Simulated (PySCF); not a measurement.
A geometry optimisation on `COBCOBBr`.

Computed with PBE0-D3(BJ)/def2-SVP geometry optimisation, gas phase (PySCF 2.14.0). Start geometry: GFN2-xTB. The input is one job of a driver script: a line of settings, then coordinates in Å.

Input:
```
{"job": {"xc": "PBE0", "basis": "def2-SVP", "d3": "d3bj", "grid": 1, "kind": "geom"}, "charge": 0, "multiplicity": 1}
C     -2.404016    -0.334111     0.612636
O     -1.548013    -0.882826    -0.360898
B     -0.332403    -0.494504    -0.677837
C      0.439108     0.748435     0.001356
O      1.745723     0.935775    -0.535564
B      2.804592     0.211106    -0.297937
Br     2.797304    -1.233735     0.938861
H     -2.595586    -1.096382     1.370659
H     -3.347764    -0.073881     0.128600
H     -1.981829     0.552781     1.088110
H      0.189855    -1.115363    -1.524920
H      0.517368     0.604649     1.088092
H     -0.086787     1.695152    -0.165376
H      3.801770     0.482430    -0.847872
```

Output:
```
step   0  E = -2853.69430932  max force = 0.024094
step   1  E = -2853.69800577  max force = 0.004550
step   2  E = -2853.69807167  max force = 0.001311
step   3  E = -2853.69806197  max force = 0.002827
step   4  E = -2853.69813383  max force = 0.000664
step   5  E = -2853.69815355  max force = 0.000330
step   6  E = -2853.69818166  max force = 0.000803
step   7  E = -2853.69821429  max force = 0.000979
step   8  E = -2853.69824038  max force = 0.000685
step   9  E = -2853.69826538  max force = 0.000401
step  10  E = -2853.69828750  max force = 0.000455
step  11  E = -2853.69829876  max force = 0.000594
step  12  E = -2853.69830248  max force = 0.000305
optimisation converged
```

Energies in Eh; «max force» is the largest Cartesian gradient component in Eh/bohr.

**Question.** Give the first gradient maximum in eV/Å.

**Answer.** With 1 Eh/bohr = 51.422 eV/Å, 1.239 eV/Å.

Main results: final energy -2853.69830 Eh after 12 steps; dipole 3.21 D.

**Question.** Give the final coordinates.

**Answer.** 0.270 Å rms from the input after alignment:
```
atom  x, y, z in Å
C1    -1.9658   -0.9105    0.5892
O2    -1.1961   -1.4127   -0.4722
B3     0.0093   -0.9647   -0.8545
C4     0.7284    0.2989   -0.2104
O5     2.1017    0.3920   -0.5696
B6     3.0299   -0.4947   -0.2304
Br7    2.5867   -2.0391    0.8576
H8    -2.0340   -1.6721    1.3811
H9    -2.9827   -0.7018    0.2246
H10   -1.5519    0.0131    1.0239
H11    0.5159   -1.5334   -1.7953
H12    0.6353    0.3261    0.8892
H13    0.2440    1.2175   -0.5875
H14    4.1693   -0.3488   -0.5832
```

**Question.** Estimate the wall time. Hardware: Arm Neoverse V1, one thread, shared host with 32 logical CPUs at a one-minute load of 13. And the peak memory of the process?

**Answer.** About 95 s, with 0.66 GiB resident at the peak, the Python interpreter and its libraries included.
Labels such as C1 count atoms from 1, the log's own numbers from 0.
